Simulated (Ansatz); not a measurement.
# One arrangement of a pair

The pair of NH$_{3}$ (SMILES N, atoms 1–4) and GeH$_{4}$ (SMILES [GeH4], atoms 5–9), both closed shells, in one local arrangement (a lower one may exist), relaxed at PBE0-D4/def2-TZVP:

```csv
atom,x (Å),y (Å),z (Å)
N1,0.0318,0.0314,-1.6907
H2,0.3773,-0.8389,-2.0759
H3,-0.8903,0.1861,-2.0798
H4,0.6308,0.7708,-2.0368
Ge5,-0.0296,-0.0293,1.5525
H6,-0.0576,-0.0579,3.0966
H7,1.1753,-0.8530,1.0849
H8,0.1016,1.4313,1.1068
H9,-1.3394,-0.6404,1.0425
```

Program: Ansatz 0.2.0. Basis: def2-TZVPPD, with def2-QZVPPD for the basis limit. Cores are frozen in the correlated methods. Filled d shells of the heavier atoms are correlated. The def2 sets are not built for correlating such inner shells, so the correlated values are less sure here. B3LYP uses VWN-RPA correlation. Extrapolation: Hartree–Fock as exp(−7.88 √X), correlation as X^−2.97. Interaction energies count from these two fragments, frozen as in the pair, with the counterpoise correction; negative means bound.

Problem. What is the interaction energy by CCSD(T) at an estimated basis limit (MP2 extrapolated from triple and quadruple zeta, plus CCSD(T) − MP2 in triple zeta)? (Judge from chemistry; the value comes from the calculation.)

Solution. By the calculation: -1.77 kcal/mol. Hartree–Fock alone gives -0.16 kcal/mol at the basis limit. It counts from the two fragments frozen as in the pair.

The same quantity by other methods in triple zeta, and each one's difference from that estimate:
```
   method  E_int (kcal/mol)  difference
   PBE-D4             -2.00       -0.22
revPBE-D4             -1.69        0.08
  BLYP-D4             -1.59        0.18
r2SCAN-D4             -1.77        0.00
   B97M-V             -2.27       -0.50
  PBE0-D4             -2.00       -0.22
 B3LYP-D4             -1.80       -0.03
 HSE06-D4             -1.98       -0.21
  wB97X-V             -1.91       -0.14
  wB97M-V             -2.03       -0.26
   B2PLYP             -0.87        0.90
       HF             -0.18        1.59
      MP2             -1.53        0.25
     CCSD             -1.32        0.45
  CCSD(T)             -1.56        0.21
```
Differences are method less estimate.

Basis-set superposition shift (counterpoise-corrected less uncorrected): CCSD(T) 0.67; MP2 0.69; HF 0.15; PBE0-D4 0.16; wB97M-V 0.21 kcal/mol.

The T1 diagnostic stays at or below 0.012.

For scale, one of the runs: CCSD(T)/def2-TZVPPD, 210 basis functions, launched by `ansatz run in.yaml --threads 4 --pin off --events-out ev --progress --plain --max-ram 9574MiB`. Hardware: 4 CPU threads of an Intel Xeon Platinum 8259CL, shared host. Wall time 32 s; peak host memory 2.9 GiB.
